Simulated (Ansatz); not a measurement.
Gas-phase electronic energies from Ansatz, PBE0-D4/def2-TZVP geometries. CCSD(T)/CBS adds triple-zeta CCSD(T) − MP2 to the extrapolated MP2 energy (def2 sets, frozen cores). This one scheme is used for every species. One conformer a species, not always the lowest.

Consider the ligand exchange at a B–C bond: `BCSCF` + CH₃OH → `BOC` + `CSCF`.

```json
{"species": "`BCSCF`", "HF/def2-QZVPP energy (Eh)": "-600.96654"}
{"species": "CH₃OH", "HF/def2-QZVPP energy (Eh)": "-115.10098"}
{"species": "`BOC`", "HF/def2-QZVPP energy (Eh)": "-140.41362"}
{"species": "`CSCF`", "HF/def2-QZVPP energy (Eh)": "-575.71134"}
```

(1) Work out ΔE.

Largest T1 diagnostic among the species: 0.014.

## Answers

(1) ΔE = (-140.41362) + (-575.71134) − (-600.96654) − (-115.10098) = -0.05744 Eh = -150.8 kJ/mol. CCSD(T)/CBS gives -146.9 kJ/mol.
